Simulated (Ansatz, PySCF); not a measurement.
This Ansatz (a quantum-chemistry and plane-wave program) input computes a PBE0/def2-TZVPD energy:

Ansatz 0.2 input:
```yaml
crystal:
  periodic: [false, false, false]
  atoms:
    - {symbol: In, position_ang: [0.77967046, 0.38191911, 0.25390237]}
    - {symbol: I, position_ang: [-0.74758679, 1.64310339, -1.66557149]}
    - {symbol: I, position_ang: [0.02675938, -1.99619842, 1.43083156]}
basis:
  gaussian:
    orbitals: def2-TZVPD
hamiltonian:
  xc: {name: PBE0}
magnetization: {spin_polarized: true, initial_magnetization: 1}
output: {forces: true}
```

### Question
Write an input for the same energy in PySCF and say what it gives.

### Answer

```python
from pyscf import gto, scf, dft

mol = gto.M(
    atom='''
    In    0.77967046    0.38191911    0.25390237
    I    -0.74758679    1.64310339   -1.66557149
    I     0.02675938   -1.99619842    1.43083156
    ''',
    basis='def2-tzvpd',
    ecp='def2-tzvp',
    charge=0,
    spin=1,
    verbose=4,
)

mf = dft.UKS(mol, xc='pbe0').density_fit(auxbasis='def2-universal-jkfit')
mf.grids.level = 3
mf.conv_tol = 1e-9
mf.max_cycle = 100
mf.max_memory = 1500
mf.kernel()
if not mf.converged:
    mf = mf.newton()
    mf.kernel(mf.make_rdm1())
for _ in range(2):
    mo, _, stable, _ = mf.stability(return_status=True)
    if stable:
        break
    mf.kernel(mf.make_rdm1(mo, mf.mo_occ))
mf.analyze()
```
It gives -785.68330 Eh, and Ansatz -785.68325 Eh, a difference of 0.05 mEh, from the treatment of integrals and grids.

It need not be the lowest isomer of its formula.
